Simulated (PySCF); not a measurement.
Structure with atom numbers: `[CH2:1]=[N:2][SiH2:3][CH2:4][SiH3:5]`. Each H is labelled by its parent atom. Ha(C1) is cis to Si3; Hb(C1) is trans to Si3.

Geometry: PBE0-D3(BJ)/def2-SVP; GIAO absolute shieldings from PySCF 2.14, gas phase, non-relativistic, averaged over equivalent atoms.

At HF/pcSseg-1 (144 basis functions, 6 s wall time on 1 thread of an Arm Neoverse V1, shared host):
| atoms | σ (ppm) |
| --- | --- |
| C1 | 20.0 |
| C4 | 202.9 |
| N2 | -159.7 |
| Si3 | 412.0 |
| Si5 | 453.6 |
| Hb(C1) | 23.49 |
| Ha(C1) | 23.64 |
| H(Si3) | 27.16 |
| H(Si5) | 27.84 |
| H(C4) | 32.02 |

Question: Predict the values at KT3/pcSseg-1 on the same geometry.

Answer: 
```csv
atoms,σ at KT3/pcSseg-1,change
C1,23.1,+3.1
C4,192.5,-10.4
N2,-122.7,+37.0
Si3,385.4,-26.6
Si5,433.0,-20.6
Hb(C1),23.05,-0.44
Ha(C1),22.87,-0.77
H(Si3),26.46,-0.70
H(Si5),27.36,-0.48
H(C4),31.31,-0.71
```

The largest change is at N2 (imine nitrogen). Cost: 144 basis functions, 19 s wall time on 1 thread of an Arm Neoverse V1, shared host.
